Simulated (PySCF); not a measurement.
# Core-level binding energies of `CO[SiH](O)O`

CH₆O₃Si.
Z-matrix (Å and degrees, PBE0-D3(BJ)/def2-SVP geometry), rows numbered from 1:
```
C 
O   1  1.4010
Si  2  1.6579  1  124.48
O   3  1.6495  2  113.98  1    67.56
O   3  1.6513  2  104.64  1  -173.43
H   1  1.1044  2  111.69  3   -71.94
H   1  1.1007  2  108.98  3   168.69
H   1  1.1060  2  112.23  3    49.34
H   3  1.4810  2  109.66  1   -49.92
H   4  0.9625  3  115.59  2    75.67
H   5  0.9620  3  114.69  2    20.27
```

Level of theory: delta-SCF UKS SCAN, pcX-2 on the ionised atom, pcseg-1 elsewhere, spin-free X2C in PySCF. Vertical ΔSCF values, vacuum level as zero.

**Question.** What binding energy does each computed site have?

**Answer.** 
```json
{"atom(s)": "C1", "bonded to": "O and 3 H", "level": "C 1s", "binding energy (eV)": "292.58", "2p1/2 (eV)": "–", "above the level's lowest (eV)": "0.00", "count": "1"}
{"atom(s)": "O2", "bonded to": "C and Si", "level": "O 1s", "binding energy (eV)": "538.29", "2p1/2 (eV)": "–", "above the level's lowest (eV)": "0.00", "count": "1"}
{"atom(s)": "Si3", "bonded to": "3 O and H", "level": "Si 2p3/2", "binding energy (eV)": "108.18", "2p1/2 (eV)": "108.81", "above the level's lowest (eV)": "0.00", "count": "1"}
{"atom(s)": "Si3", "bonded to": "3 O and H", "level": "Si 1s", "binding energy (eV)": "1848.37", "2p1/2 (eV)": "–", "above the level's lowest (eV)": "0.00", "count": "1"}
{"atom(s)": "O4/O5", "bonded to": "H and Si", "level": "O 1s", "binding energy (eV)": "538.78", "2p1/2 (eV)": "–", "above the level's lowest (eV)": "+0.49", "count": "2"}
```

Lowest listed O 1s: O2, bonded to C and Si. Highest, 0.49 eV above it: O4/O5, bonded to H and Si. Summing the Pauling electronegativity differences to the bonded atoms, each weighted by its formal bond order, gives -2.43 for the lowest site and -2.78 for the highest; the largest sum, -2.43, belongs to O2, 0.49 eV below the top. The smallest sum, -2.78, belongs to O4/O5, 0.49 eV above the lowest.

**Question.** Express the binding energy of C 1s of C1 in atomic units and per mole.

**Answer.** 292.58 eV = 10.7521 Eh = 28230 kJ/mol.

**Question.** Which photon energy gives electrons from C 1s of C1 a kinetic energy of 200 eV, and what is their de Broglie wavelength?

**Answer.** hν = 292.58 + 200 = 492.58 eV, recoil neglected; λ = 12.264 Å/√(E/eV) = 0.87 Å.

One atom of each set of topologically equivalent atoms was ionised and stands for the set; in this conformer not all members are related by symmetry, and their own values weren't computed. 2p3/2 and 2p1/2 are the ΔSCF energy of one spin-free 2p hole plus the eigenvalues of a spin–orbit and ligand-field matrix of the shell. 2p1/2 minus 2p3/2 (ligand field included): Si 0.63 eV. One conformer (not necessarily the lowest) at the PBE0-D3(BJ)/def2-SVP geometry, without solvent, vibrations or thermal averaging.
